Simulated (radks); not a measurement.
Species: the phosphorus ion P+. Configuration: [Ne] 3s2 3p2 (the NIST ground configuration).

Calculated with a radial shooting solver on a logarithmic mesh with Libxc functionals: scalar-relativistic Kohn-Sham, BLYP, spin-polarised, spherical densities, point nucleus; open shells are filled with parallel spins first.

Energy parts (hartree):
| part | energy |
|---|---|
| total | -341.75831 |
| kinetic | 342.88129 |
| electron-nucleus | -809.91922 |
| Hartree | 148.22175 |
| exchange-correlation | -22.94213 |

Orbitals (lengths in bohr, moments of r in powers of bohr; r(max) is where P^2 peaks):
| orbital | occ. | eigenvalue (hartree) | <r> | <r^4> | r(max) |
|---|---|---|---|---|---|
| 1s up | 1 | -77.03534 | 0.1036 | 0.0005399 | 0.06764 |
| 1s down | 1 | -77.02607 | 0.1036 | 0.0005397 | 0.06763 |
| 2s up | 1 | -6.77356 | 0.5201 | 0.1913 | 0.4186 |
| 2s down | 1 | -6.76455 | 0.5200 | 0.1906 | 0.4188 |
| 2p up | 3 | -4.96461 | 0.4852 | 0.1924 | 0.3533 |
| 2p down | 3 | -4.95218 | 0.4851 | 0.1911 | 0.3536 |
| 3s up | 1 | -0.87701 | 1.811 | 23.40 | 1.542 |
| 3s down | 1 | -0.80553 | 1.826 | 25.05 | 1.533 |
| 3p up | 2 | -0.54140 | 2.116 | 48.14 | 1.740 |
| 3p down | 0 | -0.47545 | 2.186 | 57.95 | 1.751 |

The highest occupied level is 3p up at -14.732 eV. Summed over all electrons, <r^2> = 20.61 bohr^2, which gives a Langevin (diamagnetic) susceptibility term of -16.3 x 10^-6 cm^3/mol.
